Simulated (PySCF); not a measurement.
## Nuclear quadrupole coupling in `C#C/C=C(/C#C)[SiH2]C#N`

Species: C7H5NSi.
Structure used (GFN2-xTB), in Å, numbered top down from 1:
```xyz
14
C7H5NSi angstrom
C      1.2656   -2.5786    0.6560
C      1.1942   -1.3796    0.7253
C      1.0992    0.0164    0.8166
C      0.2434    0.7375    0.0624
C      0.1750    2.1344    0.2132
C      0.0873    3.3283    0.3262
Si    -0.8756   -0.0755   -1.2333
C     -1.8761   -1.3772   -0.3399
N     -2.5033   -2.1702    0.1982
H      1.3243   -3.6246    0.6055
H      1.7486    0.4959    1.5408
H      0.0225    4.3692    0.4389
H     -1.8205    0.8982   -1.7825
H     -0.0854   -0.7747   -2.2495
```

Field gradients from the PBE0/pcSseg-1 density (PySCF, non-relativistic), principal values in atomic units, ordered |Vxx| ≤ |Vyy| ≤ |Vzz|:

```tsv
atom	Vxx	Vyy	Vzz
N9	0.5570	0.5895	-1.1465
```

Q: Find the asymmetry η = (Vxx − Vyy)/Vzz and the couplings χ = eQV/h (234.96 MHz × Q in barn × V in au), with Q(14N) = 0.02044 b.

A: 
| atom | environment | nucleus | η | χzz (MHz) | χxx (MHz) | χyy (MHz) |
| --- | --- | --- | --- | --- | --- | --- |
| N9 | cyano nitrogen | 14N | 0.03 | -5.51 | 2.68 | 2.83 |

The gradient is axial or nearly so (η below 0.05) at N9. 

Q: What is Vzz at N9 in SI units (1 au = 9.71736 × 10²¹ V/m²)?

A: -1.1465 au = -11.141 × 10²¹ V/m².

Q: And the gradient at the other heavy atoms, for which no coupling is worked out here?

A: 
```
atom                      environment  Vzz (au)     η
  C1           terminal alkyne carbon    -0.321  0.20
  C2                    alkyne carbon    -0.290  0.06
  C3                 alkene CH carbon     0.292  0.52
  C4  fully substituted alkene carbon     0.232  0.70
  C5                    alkyne carbon    -0.289  0.03
  C6           terminal alkyne carbon    -0.292  0.20
 Si7                     SiH2 silicon     0.489  0.68
  C8                     cyano carbon    -0.438  0.01
```

Were the hydrogens deuterons (Q(2H) = 0.00286 b), χzz would run from 106 kHz (H13 and H14) to 266 kHz (H12 and H10).

The structure is a single GFN2-xTB conformer in the gas phase; no vibrational or solvent corrections. GFN2-xTB bond lengths can be off by several hundredths of an ångström, more for odd bonds, and the gradients follow them. A larger basis could move these couplings by a tenth or more.

The run behind these numbers computed NMR shieldings as well. The run took 30 s wall on one thread, Arm Neoverse V2 (aarch64) (shared host), and the process peaked at 0.83 GiB of memory.
